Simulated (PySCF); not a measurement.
## Working out the ionisation energy of B²⁺

B²⁺ [He] 2s1 (2S) → B³⁺ 1s2 (1S). Computed with PySCF 2.14 in def2-TZVPPD, with the non-relativistic Hamiltonian (point nucleus). Frozen: nothing. Energies in hartree (1 hartree = 27.21139 eV):

```tsv
part	B²⁺ (lower)	B³⁺ (upper)
UHF	-23.375406	-21.985925
CCSD correlation	-0.015602	-0.014863
(T)	-0.000008	0.000000
```

What does Hartree-Fock give?

(-21.985925) − (-23.375406) = 1.389481 hartree = 37.810 eV.

What do CCSD and CCSD(T) give?

The CCSD correlation energies differ by 0.000739 hartree = 0.020 eV and the triples by 0.000008 hartree = 0.000 eV, so CCSD gives 37.830 eV and CCSD(T) 37.830 eV.

Measured between the centres of the two terms (NIST): 37.931 eV, so CCSD(T) (valence and next inner shell) is off by -0.101 eV.

What remains against the reference includes basis incompleteness and higher excitations.
